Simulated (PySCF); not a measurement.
A species of formula C8H13NO has this rotational fingerprint, computed with PySCF 2.14.0, PBE0-D3(BJ)/def2-SVP geometry optimisation, gas phase:

```
Rotational constants : A = 2517, B = 661.2, C = 599.7 MHz
Dipole components    : |μa| = 2.10 D, |μb| = 0.24 D, |μc| = 1.68 D
Inertial defect      : -122.29 u·Å²
κ                    : -0.94
```

Problem. Which structure is it? (One computed conformer of each.)
A. `[CH2:1]=[C:2](/[CH:3]=[N:4]/[C:5]([CH3:6])=[O:7])[CH:8]([CH3:9])[CH3:10]` with C1–C2–C3–N4 176°, C3–N4–C5–C6 142°, C1–C2–C8–C9 105°
B. `[CH2:1]=[CH:2][C:3](=[O:4])[N:5]([CH2:6][CH3:7])[CH:8]1[CH2:9][CH2:10]1` with C1–C2–C3–O4 -3°, C2–C3–N5–C6 171°, C3–N5–C6–C7 -103°, C3–N5–C8–C9 -67°
C. `[CH3:1][C@:2]12[CH2:3][C@@H:4]([NH:5][CH:6]=[O:7])[C@H:8]([CH2:9]1)[CH2:10]2` with C3–C4–N5–C6 -126°, C4–N5–C6–O7 1°
D. `[CH2:1]=[CH:2][CH2:3][C@@H:4]1[N:5]=[CH:6][CH2:7][C@H:8]1[O:9][CH3:10]` with C1–C2–C3–C4 -116°, C2–C3–C4–N5 -169°, C7–C8–O9–C10 -168°, C3–C4–N5–C6 -113°, N5–C6–C7–C8 -10°, C6–C7–C8–O9 -104°, C3–C4–C8–C7 105°

Solution. A. It is C=C(/C=N/C(C)=O)C(C)C, a near-prolate asymmetric top, point group C1. The candidates at the same level (rigid rotor, commonest isotopes):

```csv
SMILES,A (MHz),B (MHz),C (MHz),μa (D),μb (D),μc (D),Δ (u·Å²),point group,rotor
C=CC(=O)N(CC)C1CC1,1678,1137,750.0,2.06,2.52,1.13,-72.00,C1,asymmetric top
C=CC[C@@H]1N=CC[C@H]1OC,1661,1126,803.2,0.90,0.92,1.48,-123.96,C1,asymmetric top
C=C(/C=N/C(C)=O)C(C)C,2517,661.2,599.7,2.10,0.24,1.68,-122.29,C1,near-prolate asymmetric top
C[C@]12C[C@@H](NC=O)[C@H](C1)C2,3394,764.2,743.9,3.01,0.34,2.52,-130.81,C1,near-prolate asymmetric top
```

`C=CC(=O)N(CC)C1CC1` has B 72 % too high; `C[C@]12C[C@@H](NC=O)[C@H](C1)C2` has A 35 % too high; `C=CC[C@@H]1N=CC[C@H]1OC` has B 70 % too high. No structure here is proved a minimum.
